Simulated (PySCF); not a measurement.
# HF beside CCSD(T) along group 13: bonds to F

HF and CCSD(T) in PySCF with def2-TZVPP on every atom (core potentials on Tl), for the lowest determinant that a PBE0 search found; no spin–orbit coupling.

| molecule | state (unpaired electrons) | HF Re (Å) | HF ωe (cm⁻¹) | HF De (eV) | CCSD(T) Re (Å) | CCSD(T) ωe (cm⁻¹) | CCSD(T) De (eV) |
| --- | --- | --- | --- | --- | --- | --- | --- |
| BF | singlet (closed shell) | 1.249 | 1495 | 5.94 | ? | ? | ? |
| AlF | singlet (closed shell) | 1.642 | 834 | 5.15 | 1.665 | 797 | 6.83 |
| GaF | singlet (closed shell) | 1.766 | 654 | 4.21 | 1.781 | 634 | 5.98 |
| TlF | singlet (closed shell) | 2.087 | 479 | 3.16 | 2.099 | 479 | 4.99 |

Question: Estimate the CCSD(T) values of BF by adding the mean shift from HF to CCSD(T) of the other rows, and compare with the calculation.

Answer: The mean shifts are +1.7 pm, -19 cm⁻¹ and +1.76 eV, which give 1.266 Å, 1476 cm⁻¹ and 7.70 eV. CCSD(T)/def2-TZVPP gives Re = 1.273 Å, ωe = 1396 cm⁻¹, De = 7.70 eV.

Question: What are the mean differences of HF from CCSD(T) over the whole series?

Answer: Re -1.8 pm, ωe +39 cm⁻¹, De -1.76 eV.

In a basis of this size CCSD(T) is itself not converged; it tends to give bonds that are too long and too weak.

Correlated steps freeze the inner cores (2 to 10 orbitals); shallow outer-core shells are correlated. Spin–orbit coupling is left out, which matters for elements this heavy, above all for dissociation energies. Where the molecule has an RHF reference, its open-shell atoms are computed with UHF.
